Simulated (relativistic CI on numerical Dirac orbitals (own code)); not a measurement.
A reference radial Dirac CI calculation of La3+ gave the lowest total energy -8480.83252 Ha in 35 SCF steps, from this input:

```
atom La  Z=57  charge=3  electrons=54
nucleus A=139  rms_radius_fm=4.8550
hamiltonian dirac-coulomb  breit=on  qed=on  c_scale=1
orbitals kli  potential=per-configuration
slater_scale 1
correlation none
mixing on
grid step=0.0125 r_max=50.3
scf mixing=0.4 start=green max_iterations=150 tolerance=2e-08 node_fill=0.05
configurations
  [Kr] 4d10 5s2 5p6
  [Kr] 4d10 5s2 5p5 5d
  [Kr] 4d10 4f2 5s2 5p4
end
```

One setting was then changed (and the iteration limit cut to 65), and the output read:

```
SCF 1: [Kr] 4d10 5s2 5p6
 iter      energy (Ha)   residual   last orbital (Ha)
    1     -8453.602693   1.99e+00     -2.55571
    2     -8467.967348   8.05e-01     -1.99381
    3     -8470.150688   1.59e-01     -1.79061
    4     -8470.226892   4.39e-02     -1.83460
    5     -8470.230573   1.29e-02     -1.82074
    6     -8470.230195   3.17e-03     -1.81239
    7     -8470.230417   5.25e-04     -1.81478
    8     -8470.230393   6.63e-05     -1.81459
    9     -8470.230391   1.74e-06     -1.81453
   10     -8470.230391   7.03e-07     -1.81453
   11     -8470.230391   3.75e-09     -1.81453
SCF 2: [Kr] 4d10 5s2 5p5 5d
 iter      energy (Ha)   residual   last orbital (Ha)
    1     -8453.008163   1.98e+00     -1.50377
    2     -8467.191489   8.03e-01     -1.13618
    3     -8469.345456   1.61e-01     -1.01836
    4     -8469.422989   4.06e-02     -1.04268
    5     -8469.425651   1.50e-02     -1.03564
    6     -8469.425319   2.88e-03     -1.02981
    7     -8469.425505   3.32e-04     -1.03118
    8     -8469.425490   2.86e-05     -1.03110
    9     -8469.425490   2.10e-06     -1.03109
   10     -8469.425490   8.39e-07     -1.03109
   11     -8469.425490   1.16e-08     -1.03109
SCF 3: [Kr] 4d10 4f2 5s2 5p4
 iter      energy (Ha)   residual   last orbital (Ha)
    1     -8448.501096   2.20e+00     -2.55571
    2     -8466.512795   7.81e-01     -1.90670
    3     -8468.480668   1.89e-01     -1.75281
    4     -8468.615289   1.08e-01     -1.76131
    5     -8468.641118   1.22e-02     -1.75063
    6     -8468.641437   4.47e-03     -1.75278
    7     -8468.640793   4.48e-04     -1.75311
    8     -8468.640774   6.22e-05     -1.75381
    9     -8468.640787   1.83e-05     -1.75382
   10     -8468.640785   7.00e-07     -1.75382
   11     -8468.640785   4.46e-07     -1.75382
   12     -8468.640785   1.46e-08     -1.75382
orbital energies (Ha): 4s -10.7698  4p1/2 -8.8218  4p3/2 -8.2006  4d3/2 -4.9221  4d5/2 -4.8141  5s -2.4480  5p1/2 -1.9089  5p3/2 -1.8145
configuration averages (Ha): Dirac-Coulomb, Breit, QED
  5p6                          -8470.230391    6.897553    4.324369
  5p5 5d                       -8469.425490    6.896095    4.324350
  5p4 4f2                      -8468.640785    6.888729    4.323663
levels: no., configuration, term, J, E (cm-1), weight
   1 5p6                    1S   0                0.0  0.99
   2 5p5 5d                 3P*  0           156370.1  1.00
   3 5p5 5d                 3P*  1           158941.6  0.95
   4 5p5 5d                 3P*  2           163958.4  0.82
   5 5p5 5d                 3F*  4           165091.7  1.00
   6 5p5 5d                 3F*  3           167412.4  0.77
   7 5p5 5d                 3F*  2           171406.7  0.51
   8 5p5 5d                 3D*  3           177364.6  0.61
   9 5p5 5d                 3D*  1           186330.8  0.93
  10 5p5 5d                 3F*  2           188871.2  0.48
  11 5p5 5d                 3D*  2           192567.9  0.53
  12 5p5 5d                 1F*  3           194674.0  0.47
  13 5p5 5d                 1P*  1           239706.7  0.97
  14 5p4 4f2                5H   5           311727.1  0.75
lowest total energy -8459.021947 Ha
end: converged
```

Question: Which setting was changed?
A. configuration list
B. nuclear radius
C. charge
D. start potential

Answer: B. The nuclear radius 48.55 fm. This setting is bad on purpose; its numbers may not be properties of the ion.
